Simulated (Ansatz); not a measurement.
`CC[O][Ti]([F])([F])[F]`, relaxed with RKS PBE0-D4/def2-TZVP in Ansatz 0.2.0 from a PBE-D4/def2-SVP geometry. The force threshold is 0.005 eV/Å; the program also tests the step.

The species carries charge 0 and has multiplicity 1.

Start:

```xyz
12

C    -0.268   -1.628   -0.416
C     0.814   -0.594   -0.694
O     0.524    0.643   -0.082
Ti   -0.324    1.862    0.852
F     0.664    2.348    2.223
F    -1.832    1.167    1.429
F    -0.667    3.253   -0.169
H    -1.251   -1.286   -0.798
H    -0.018   -2.588   -0.911
H    -0.369   -1.817    0.672
H     0.926   -0.419   -1.788
H     1.802   -0.942   -0.317
```

```tsv
step	energy (eV)	largest force (eV/Å)	largest move (Å)
1	-35463.5506	0.580	0.000
2	-35463.5812	0.177	0.021
3	-35463.5844	0.048	0.010
4	-35463.5849	0.032	0.015
5	-35463.5854	0.064	0.028
6	-35463.5864	0.108	0.092
7	-35463.5868	0.083	0.023
8	-35463.5875	0.023	0.061
9	-35463.5875	0.034	0.020
10	-35463.5876	0.017	0.009
11	-35463.5876	0.011	0.003
12	-35463.5876	0.009	0.001
13	-35463.5876	0.001	0.001
```

End:

```xyz
12

C    -0.240   -1.701   -0.463
C     0.768   -0.596   -0.664
O     0.367    0.581   -0.010
Ti   -0.335    1.898    0.872
F     0.747    2.372    2.174
F    -1.874    1.385    1.547
F    -0.594    3.257   -0.213
H    -1.215   -1.415   -0.863
H     0.093   -2.603   -0.981
H    -0.355   -1.935    0.597
H     0.889   -0.362   -1.727
H     1.748   -0.880   -0.268
```

Hardware: 2 threads of an AMD EPYC 7R13 on a shared host and a share of an NVIDIA H100 80 GB. Wall time 36 s, peak host memory 0.95 GiB.
